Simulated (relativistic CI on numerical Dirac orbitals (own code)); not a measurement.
Pd²⁺: 3d photoemission

Computed with this model: Dirac-Coulomb-Breit CI, orbitals from a KLI potential per configuration, a model potential for QED, multiplet model of photoemission in the sudden approximation, unscaled Slater integrals; configurations [Kr] 4d8 → [Ar] 3d9 4s2 4p6 4d8; 80 K; Lorentzian 0.42 eV and Gaussian 0.5 eV FWHM. Energies are those of the free ion, without screening or charge transfer. The energies are binding energies and can lie tens of eV above those of solids. S is read from ⟨S²⟩ = S(S + 1).

Field parameters in Wybourne normalisation: Oh B⁴₀ = 21Dq, B⁴₄ = √(5/14) B⁴₀. The field is a parameter set, without covalency.

Computed curve for Oh, 10Dq = 29600 cm⁻¹, scaled to 100 at the maximum (points under 2 are left out and the grid is thinned):

```
Energy (eV)  Intensity
      365.8        2.1
      366.2        3.0
      366.6        4.7
      367.0        9.0
      367.3       18.6
      367.7       64.1
      368.1      100.0
      368.5       97.0
      368.9       75.6
      369.3       25.3
      369.7        9.6
      370.1        6.1
      370.4        5.8
      370.8        9.6
      371.2       16.9
      371.6       15.8
      372.0       17.3
      372.4       21.6
      372.8       30.6
      373.2       32.8
      373.5       28.8
      373.9       19.6
      374.3       23.2
      374.7       27.1
      375.1       28.2
      375.5       27.5
      375.9       14.0
      376.3        9.8
      376.6       10.5
      377.0        9.8
      377.4        8.7
      377.8        7.6
      378.2        7.6
      378.6        5.7
      379.0        3.9
      379.4        3.6
      379.7        2.9
      380.1        2.4
      380.5        2.0
      380.9        2.0
```

The ground state has S = 1.00, and the centroid lies at 371.22 eV.
